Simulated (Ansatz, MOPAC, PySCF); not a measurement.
Pair of molecules: HI (SMILES I) (first 2 atoms) with H4OSi (SMILES O[SiH3]); geometry from B3LYP-D3(BJ)/def2-TZVP, rigid monomers moved along the line of their centres of mass till H2···O3 is 2.82 Å.
(charge 0, multiplicity 1):
```xyz
8

I     -0.4232    -1.1697    -0.6328
H     -0.5765    -0.9602     0.9732
O     -0.6001    -0.2830     3.7063
Si     0.2524     0.9744     4.3822
H     -1.1978    -0.7952     4.2569
H     -0.6642     1.9919     4.9477
H      1.0399     1.5437     3.2741
H      1.1448     0.4892     5.4608
```

Monomers are frozen at their geometry in the pair; levels with a basis set take the counterpoise correction. Rows marked so take none.

Cores are frozen in the correlated methods. Filled d and f shells under p-block atoms count as core. CBS: X⁻³ extrapolation of the correlation energy, Hartree–Fock from the larger set. Rows in LANL2DZ carry no dispersion term and start afresh at each structure. LANL2DZ brings its own core potentials from Na on. The state reached by PM3 isn't checked.

Programs: Ansatz (Gaussian basis) for Hartree–Fock, density functionals and correlated methods; MOPAC for PM3 (differences of heats of formation); PySCF for LANL2DZ rows, the dispersion terms.  In def2 rows elements past Kr take small-core potentials, without spin–orbit coupling.

```tsv
level	interaction energy (kcal/mol)
PM3	-1.12
HF/def2-SVPD	-1.42
r2SCAN/def2-TZVPPD	-1.62
B3LYP/LANL2DZ (no counterpoise)	-2.29
PBE0-D3(BJ)/def2-TZVPPD	-2.15
PBE0-D4/def2-TZVPPD	-2.10
MP2/def2-TZVPPD	___
CCSD(T)/def2-TZVPPD	-1.84
CCSD(T)/CBS(def2-SVPD, def2-TZVPPD)	-1.87
```

Question: Some entries are withheld; supply them.

Answer: 
- MP2/def2-TZVPPD, interaction energy (kcal/mol): -1.94

Ansatz is a quantum-chemistry and plane-wave program.
